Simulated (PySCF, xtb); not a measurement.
Si(H)(OH)(SeH)2 (H4OSe2Si), SMILES [SiH]([SeH])([SeH])O.

Coordinates come from a r2SCAN-D4/def2-SVP optimisation. The structure was generated by enumeration, and PubChem lists no compound with its InChIKey, so it may never have been made. The values are those of a single conformer.

Level of theory: C-PCM-M06-2X/def2-SVP run with PySCF 2.14.0.

The values are the electrostatic part of the solvation free energy, E(continuum) − E(gas) at the gas-phase geometry, in a cavity of scaled van der Waals radii (PySCF's table); cavitation and dispersion terms are not included. In vacuum the orbital gap is 8.81 eV. The dipole moment in vacuum is 0.84 D.

Estimate the values in water (ε = 78.36), ethanol (ε = 24.85), methanol (ε = 32.61). (The exact figures need the calculation; the answer reports its results.)


```tsv
solvent	ε	ΔG(elec) (kcal/mol)	dipole (D)	gap (eV)
water	78.36	-6.2	1.22	8.95
ethanol	24.85	-6.0	1.21	8.95
methanol	32.61	-6.1	1.21	8.95
```

For comparison, GFN2-xTB/ALPB(water) (xtb, at the GFN2-xTB geometry, all terms of that model) gives -7.2 kcal/mol.
